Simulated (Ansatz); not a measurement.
How methods differ on BClF2 (SMILES FB(F)Cl)

BClF2 has 4 atoms, charge 0, and is taken as a singlet. As SMILES, `FB(F)Cl`. The shape is that of a PBE0-D4/def2-TZVP optimisation.

```xyz
4

F    -0.1737   -1.2543   -0.5463
B    -0.0671   -0.0413   -0.0620
F    -1.0116    0.8301   -0.3177
Cl    1.3079    0.4053    0.9057
```

Quantity: the energy change with the F1–B2 bond stretched from 1.310 to 1.966 Å, in eV. The values are calculated.

```
                      level                    kind  program  value (eV)  less FCI/STO-3G  CPU time (all runs)
 revPBE/STO-3G (restricted)                     GGA   Ansatz        3.69            -0.08                2.5 s
  B3LYP/STO-3G (restricted)           global hybrid   Ansatz        4.11            +0.34                2.6 s
r2SCAN0/STO-3G (restricted)         hybrid meta-GGA   Ansatz        4.48            +0.71                  6 s
wB97M-V/STO-3G (restricted)  range-separated hybrid   Ansatz        4.37            +0.60                 41 s
RPA@PBE/STO-3G (restricted)                     RPA   Ansatz        3.70            -0.07                3.8 s
BCCD(T)/STO-3G (restricted)   coupled cluster or CI   Ansatz        3.82            +0.05               0.58 s
   CCSD/STO-3G (restricted)   coupled cluster or CI   Ansatz        3.83            +0.06               0.51 s
                 FCI/STO-3G      exact in the basis   Ansatz        3.77             0.00                 26 s
```

FCI/STO-3G is exact within its basis and frozen core, so for wave-function methods in that basis the difference is their error; functionals converge differently with the basis, so for them it is only a difference. The first shape isn't each level's own minimum. The values span 3.69 to 4.48 eV. All rows use very small basis sets, so none should be taken for the real molecule's value. Times are those of the runs behind each value, whatever else they computed, on shared processors of several kinds: orders of magnitude only.
